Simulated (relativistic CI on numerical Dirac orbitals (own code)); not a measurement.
## Au4+: 5p photoemission

Computed with this model: Dirac-Coulomb-Breit CI, orbitals from a KLI potential per configuration, model QED, valence Slater integrals scaled by 0.9, multiplet model of photoemission in the sudden approximation; configurations [Xe] 4f14 5d7 → [Kr] 4d10 4f14 5s2 5p5 5d7; 300 K; Lorentzian 1.05 eV and Gaussian 0.6 eV FWHM. Energies are those of the free ion, without screening or charge transfer. The energies are binding energies and can lie tens of eV above those of solids. S is read from ⟨S²⟩ = S(S + 1).

Field parameters in Wybourne normalisation: Td as Oh with Dq negative (B⁴₀ = 21Dq, B⁴₄ = √(5/14) B⁴₀). The field is a parameter set, without covalency.

free ion: ground-state S = 1.37, centroid 123.95 eV. Peaks (eV, height): 112.8 (100), 115.4 (84), 118.4 (25), 120.6 (26), 122.2 (29), 123.2 (28), 125.8 (27), 137.8 (59), 140.4 (59).

Td, 10Dq = -14350 cm⁻¹: ground-state S = 1.44, centroid 124.01 eV. Peaks (eV, height): 113.4 (100), 115.6 (75), 120.2 (23), 122.6 (21), 124.2 (27), 128.0 (11), 136.2 (44), 139.0 (27), 141.0 (29).

Td, 10Dq = -8900 cm⁻¹: ground-state S = 1.42, centroid 123.98 eV. Peaks (eV, height): 113.2 (100), 115.4 (76), 119.2 (22), 121.4 (22), 123.6 (26), 126.2 (18), 136.8 (41), 140.8 (39).

Td, 10Dq = -17150 cm⁻¹: ground-state S = 1.44, centroid 124.02 eV. Peaks (eV, height): 113.4 (100), 115.6 (74), 120.4 (23), 122.8 (21), 124.4 (26), 128.2 (11), 136.2 (46), 139.4 (26), 140.4 (28).

Strongest unbroadened transitions for Td, 10Dq = -17150 cm⁻¹:

| Energy (eV) | Relative strength |
| --- | --- |
| 113.35 | 34.5 |
| 113.42 | 100.0 |
| 113.49 | 97.6 |
| 115.40 | 10.2 |
| 115.61 | 74.9 |
| 115.71 | 64.7 |
| 116.44 | 11.2 |
| 120.76 | 9.9 |
| 122.88 | 10.7 |
| 124.46 | 11.7 |
| 124.53 | 14.6 |
| 128.33 | 12.7 |
| 135.96 | 77.1 |
| 136.68 | 29.8 |
| 136.79 | 24.6 |
| 140.56 | 19.3 |
| 141.33 | 16.4 |
| 141.40 | 12.5 |
